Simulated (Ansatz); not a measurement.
Input for Ansatz (an electronic-structure program): U-wB97M-V/def2-TZVPPD on NO (SMILES [N]=O). The basis file is the Basis Set Exchange's JSON of that set.

Ansatz 0.2 input:
```yaml
crystal:
  periodic: [false, false, false]
  atoms:
    - {symbol: N, position_ang: [-0.00000000, 0.00000000, -0.57246321]}
    - {symbol: O, position_ang: [0.00000000, -0.00000000, 0.57246321]}
basis:
  gaussian:
    orbitals: def2-TZVPPD.json
hamiltonian:
  xc: {name: wB97M-V}
magnetization: {spin_polarized: true, initial_magnetization: 1}
```

Program output:

```
WARN ansatz: RAYON_NUM_THREADS=4 ignored (pool sized by the plan → 4); use --threads N
Functional definition: wB97M-V
integrals: 0.01 GiB planned
363 factors; their error is unknown
integrals: 0.05 GiB planned
91 factors; integrals over basis functions are off by at most 7.0e-5 eV
mean field: 0.27 GiB planned
mean field evaluation 1: about -3534.7489 eV, gradient 1.2e1 eV
mean field evaluation 2: about -3534.8221 eV, gradient 1.2e1 eV
mean field evaluation 4: about -3535.2073 eV, gradient 4.3e-1 eV
mean field evaluation 8: about -3535.2183 eV, gradient 1.8e-1 eV
mean field evaluation 16: about -3535.2186 eV, gradient 4.8e-5 eV
mean field -3535.21863681 eV, -129.9168886454 hartree, gradient 4.8e-5 eV, S^2 0.752712; 0 other end points of the search recorded, 0 dependent functions left out
reference -3535.21867332 eV, -129.9168899873 hartree; 8, 7 occupied and 69, 70 virtual orbitals, 363 factors
Total energy: -3535.21867332 eV, -129.9168899873 hartree
```

The run converged.

Cost: roughly 2.2 core-seconds.
